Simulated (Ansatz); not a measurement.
FH4O2Si2, SMILES `O[Si](O)(F)[SiH2]` radical. Charge 0, multiplicity 2. All single points use the PBE0-D4/def2-TZVP geometry. It is one conformer, not always the lowest.

```xyz
9

O    -0.398   -1.688   -0.527
Si    0.270   -0.207   -0.344
O     1.837   -0.379    0.045
F     0.126    0.533   -1.759
Si   -0.712    1.030    1.354
H    -1.150   -1.772   -1.115
H     2.371   -0.997   -0.458
H    -0.149    2.392    1.550
H    -2.195    1.087    1.253
```

(1) What is the dipole moment at B3LYP/def2-TZVPP? (Estimate.)

(2) And with PBE, r2SCAN, ωB97M-V? (An estimate is asked.)

(3) Give the Mulliken charges with B3LYP, r2SCAN, ωB97M-V in def2-TZVPP. (Estimate.)

## Answers

(1) Computed: 1.30 D, with components (-0.48, -1.07, -0.57) D in this frame, pointing from negative to positive charge.

(2) Ansatz gave: PBE 1.33 D, r2SCAN 1.35 D, ωB97M-V 1.31 D.

(3) The calculation gave: 
```csv
atom,B3LYP,r2SCAN,ωB97M-V
O1,-0.38,-0.40,-0.37
Si2,0.78,0.79,0.74
O3,-0.38,-0.40,-0.37
F4,-0.32,-0.31,-0.30
Si5,-0.01,0.01,-0.07
H6,0.20,0.21,0.19
H7,0.19,0.21,0.18
H8,-0.04,-0.04,0.00
H9,-0.04,-0.05,0.00
```

B3LYP here is the variant with VWN-RPA as its local correlation; programs differ in this.
